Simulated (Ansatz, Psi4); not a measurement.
Intermolecular potential of HBr ··· CH3Cl (SMILES Br and CCl). Monomers: optimised at B3LYP-D3(BJ) (def2-TZVP), held rigid. Orientation: lowest of the rigid-body minima from ten starts at GFN2-xTB. The monomers approach along the line of their centres of mass (distance R); nothing else relaxes.

Computed with: PBE/def2-TZVP, counterpoise-corrected (Psi4); PBE-D3(BJ)/def2-TZVP, counterpoise-corrected (Psi4); PBE0/def2-TZVP, counterpoise-corrected (Psi4); CCSD(T)/aug-cc-pVTZ = CCSD(T) on RHF/aug-cc-pVTZ, cores with 3d frozen, counterpoise-corrected run with Ansatz (an electronic-structure program).

Interaction energies in kcal/mol; the last columns give the difference from CCSD(T):

```
R / Å  PBE/def2-TZVP  PBE-D3(BJ)/def2-TZVP  PBE0/def2-TZVP  CCSD(T)/aug-cc-pVTZ  PBE/def2-TZVP − CCSD(T)/aug-cc-pVTZ  PBE-D3(BJ)/def2-TZVP − CCSD(T)/aug-cc-pVTZ  PBE0/def2-TZVP − CCSD(T)/aug-cc-pVTZ
-----  -------------  --------------------  --------------  -------------------  -----------------------------------  ------------------------------------------  ------------------------------------
3.06            5.31                  3.66            5.92                 7.96                                -2.65                                       -4.30                                 -2.03
3.14            2.60                  1.00            3.17                 4.70                                -2.10                                       -3.70                                 -1.53
3.45           -2.14                 -3.52           -1.73                -1.51                                -0.63                                       -2.01                                 -0.22
3.59           -2.70                 -3.96           -2.35                -2.43                                -0.27                                       -1.54                                  0.08
3.80           -2.79                 -3.88           -2.52                -2.82                                 0.04                                       -1.06                                  0.31
4.01           -2.50                 -3.43           -2.29                -2.66                                 0.16                                       -0.77                                  0.36
4.35           -1.86                 -2.55           -1.73                -2.05                                 0.19                                       -0.50                                  0.31
4.68           -1.33                 -1.82           -1.25                -1.48                                 0.15                                       -0.34                                  0.23
5.04           -0.90                 -1.23           -0.86                -1.02                                 0.12                                       -0.21                                  0.17
5.81           -0.40                 -0.55           -0.40                -0.49                                 0.09                                       -0.06                                  0.09
6.86           -0.17                 -0.22           -0.18                -0.21                                 0.04                                       -0.01                                  0.03
8.13           -0.08                 -0.10           -0.08                -0.09                                 0.01                                        0.00                                  0.01
```

PBE/def2-TZVP is furthest from CCSD(T)/aug-cc-pVTZ at 3.06 (-2.65 kcal/mol, below); its mean absolute difference over the points is 0.54 kcal/mol.

PBE-D3(BJ)/def2-TZVP is furthest from CCSD(T)/aug-cc-pVTZ at 3.06 (-4.30 kcal/mol, below); its mean absolute difference over the points is 1.21 kcal/mol.

PBE0/def2-TZVP is furthest from CCSD(T)/aug-cc-pVTZ at 3.06 (-2.03 kcal/mol, below); its mean absolute difference over the points is 0.45 kcal/mol.
